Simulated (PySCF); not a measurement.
Start geometry of 2-fluorobenzotrifluoride, `FC1=CC=CC=C1C(F)(F)F` from GFN2-xTB (Å):
```
atom  x, y, z in Å
F1    -0.4719    2.2479    0.7461
C2     0.1124    1.1122    0.3433
C3     1.4902    1.0664    0.2309
C4     2.0925   -0.1077   -0.1854
C5     1.3241   -1.2209   -0.4848
C6    -0.0539   -1.1692   -0.3705
C7    -0.6725    0.0021    0.0464
C8    -2.1686    0.0914    0.1830
F9    -2.6995    1.0345   -0.6104
F10   -2.5517    0.3818    1.4359
F11   -2.7792   -1.0587   -0.1398
H12    2.0668    1.9453    0.4701
H13    3.1669   -0.1513   -0.2753
H14    1.7982   -2.1336   -0.8090
H15   -0.6582   -2.0322   -0.6024
```

Question: What comes out of this run: PBE0-D3(BJ)/def2-SVP geometry optimisation, gas phase (PySCF 2.14.0)?

Answer: 
```
atom  x, y, z in Å
F1    -0.4970    2.2832    0.5850
C2     0.0963    1.1348    0.2822
C3     1.4820    1.0816    0.2335
C4     2.1019   -0.1240   -0.0875
C5     1.3395   -1.2593   -0.3564
C6    -0.0503   -1.1888   -0.3013
C7    -0.6876    0.0093    0.0203
C8    -2.1876    0.1080    0.0878
F9    -2.6631    0.9811   -0.8026
F10   -2.5995    0.5068    1.2928
F11   -2.7640   -1.0713   -0.1623
H12    2.0521    1.9869    0.4485
H13    3.1924   -0.1731   -0.1271
H14    1.8266   -2.2028   -0.6089
H15   -0.6602   -2.0693   -0.5075
```

The energy falls by 0.036 eV over 10 energy and gradient evaluations, the largest force component goes from 0.0158 to 1.9e-04 Eh/bohr, and the atoms move by 0.019 Å rms after alignment. Among the bonds, F1–C2, C3–H12, C4–H13, C5–H14 and C6–H15 change most and about equally (-0.012 to +0.013 Å). Bonds longer at the end by more than 0.005 Å: 8 of 15; shorter: 4. Rotational constants go from 1915, 939.7, 708.2 to 1912, 942.0, 708.8 MHz. The orientation of the end geometry is arbitrary; only internal coordinates are fixed.

The run used 174 basis functions and 69 SCF cycles in all. Hardware: an Intel Xeon Platinum 8488C with one thread, shared host with 192 logical CPUs at a one-minute load of 36. Cost: 2.7 min, 0.81 GiB resident at most.

No frequency check.
